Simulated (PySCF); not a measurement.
Delta-SCF ions had no search for a lower state. Excitations are Tamm–Dancoff values on a coarser integration grid. The basis has no diffuse functions, so Rydberg states are missing or too high.

H5FSi3, SMILES `F/[SiH]=[SiH]\[SiH3]` (charge 0, multiplicity 1)

Level of theory: PySCF with ωB97X-D3(BJ)/def2-TZVP.

```
Property                                                       Result
-------------------------------------------  ------------------------
HOMO                                                         -8.23 eV
dipole moment                                                  0.94 D
LUMO                                                         -0.27 eV
HOMO–LUMO gap                                                 7.96 eV
S1 excitation (TDA)                                           3.91 eV
S1 oscillator strength                                          0.022
brightest of the four lowest singlets (TDA)                   4.24 eV
T1 excitation (TDA)                                           1.88 eV
S1–T1 gap (TDA)                                               2.03 eV
vertical ionisation energy (Delta-SCF)                        8.05 eV
total energy                                             -971.4778 Ha
cost                                         roughly 2.1 core-minutes
```

Bonds (Å): F1–Si2 1.601, Si2–Si3 2.143, Si2–H5 1.480, Si3–Si4 2.310, Si3–H6 1.485, Si4–H7 1.484, Si4–H8 1.483, Si4–H9 1.483. Bond angles (°): F1–Si2–Si3 122.4, F1–Si2–H5 106.4, Si3–Si2–H5 127.4, Si2–Si3–Si4 112.2, Si2–Si3–H6 108.3, Si4–Si3–H6 118.8, Si3–Si4–H7 110.8, Si3–Si4–H8 106.7, Si3–Si4–H9 112.3, H7–Si4–H8 109.0, H7–Si4–H9 108.2, H8–Si4–H9 109.8.
